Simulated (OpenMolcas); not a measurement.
Ni7+, Pd7+, Pt7+: d3 down the group

```json
{"Program": "OpenMolcas", "Method": "CASSCF", "Basis": "ANO-R2", "Scalar Hamiltonian": "X2C, finite nucleus", "Spin-orbit coupling": "RASSI with atomic mean-field integrals over the reference wave functions, term energies averaged over their components"}
```

Active space for each ion: 3 electrons in 5 orbitals (d).

Computed levels in cm-1 above 4F 3/2:

```json
{"Level": "4F 5/2", "Ni7+": "950", "Pd7+": "2372", "Pt7+": "9598"}
{"Level": "4F 7/2", "Ni7+": "2215", "Pd7+": "5166", "Pt7+": "16898"}
{"Level": "4F 9/2", "Ni7+": "3740", "Pd7+": "8103", "Pt7+": "21230"}
{"Level": "4P 1/2", "Ni7+": "28369", "Pd7+": "19847", "Pt7+": "24471"}
{"Level": "2G 7/2", "Ni7+": "29492", "Pd7+": "22604", "Pt7+": "33166"}
{"Level": "4P 5/2", "Ni7+": "29889", "Pd7+": "23454", "Pt7+": "35603"}
{"Level": "2G 9/2", "Ni7+": "30653", "Pd7+": "23755", "Pt7+": "53491"}
{"Level": "2P 3/2", "Ni7+": "38663", "Pd7+": "36156", "Pt7+": "59269"}
{"Level": "2P 1/2", "Ni7+": "38746", "Pd7+": "29468", "Pt7+": "42991"}
{"Level": "weight of 4F in the lowest level (%)", "Ni7+": "100", "Pd7+": "97", "Pt7+": "81"}
```

Mixed levels, with the weight of the term that names them: Ni7+ 2P 3/2 (66 %), Pd7+ 2G 9/2 (61 %), Pd7+ 2P 3/2 (54 %), Pt7+ 4F 9/2 (51 %), Pt7+ 4P 1/2 (72 %), Pt7+ 2G 9/2 (59 %), Pt7+ 2P 3/2 (58 %), Pt7+ 2P 1/2 (72 %).

Measured, with the error of the calculation in %. Measured levels: Ni7+ from Corliss and Sugar, J. Phys. Chem. Ref. Data 10, 197 (1981).

```tsv
Level	Ni7+
4F 5/2	1012 (-6.1)
4F 7/2	2184 (+1.4)
4F 9/2	3721 (+0.5)
4P 1/2	23261 (+22.0)
4P 5/2	24669 (+21.2)
```

The fine-structure level 4F 9/2 changes by a factor of 5.68 from Ni7+ to Pt7+.

Without spin-orbit coupling 4P lies 27179, 17299, 15472 cm-1 above 4F in that order; the difference to the level 4P 1/2, of either sign, comes from spin-orbit coupling, which also lowers the zero.

Without dynamic correlation excited terms often stand tens of per cent too high (terms of higher spin than the ground term too low), and those without a measured partner can miss by more than the paired ones. Measured partners are found by configuration, term and J. A level has none where our copy of the source lacks it or the pairing is in doubt (some pairs that miss far off the trend of their configuration count as doubtful), and it then counts in no deviation. Only configurations of the active space appear.
